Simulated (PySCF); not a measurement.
Si(H)(I)(OH)2 (H3IO2Si), SMILES O[SiH](O)I. Geometry: PBE0-D3(BJ)/def2-SVP. The def2 effective core potentials stand for the cores of I; spin–orbit coupling is left out. The values are those of a single conformer.

These are PySCF with PBE0-D3(BJ)/def2-SVP values and carry that method's errors.

Harmonic wavenumbers (cm⁻¹): 157, 186, 205, 292, 356, 393, 722, 771, 843, 873, 898, 973, 2305, 3908, 3919. Rotational constants (GHz): 6.530, 1.495, 1.288; symmetry number 1.

**Question.** Work out the zero-point energy and the ideal-gas rigid-rotor harmonic-oscillator thermochemistry at 298.15 K and 1 atm.

**Answer.** ZPE = ½ Σ hcν = ½ × 16801 cm⁻¹ = 100.49 kJ/mol. H − E(el) = 119.03 kJ/mol. Entropy in J/(mol K): translation 174.19, rotation 115.64, vibration 48.62, total 338.44. G − E(el) = 18.12 kJ/mol. Cp = 91.18 J/(mol K).
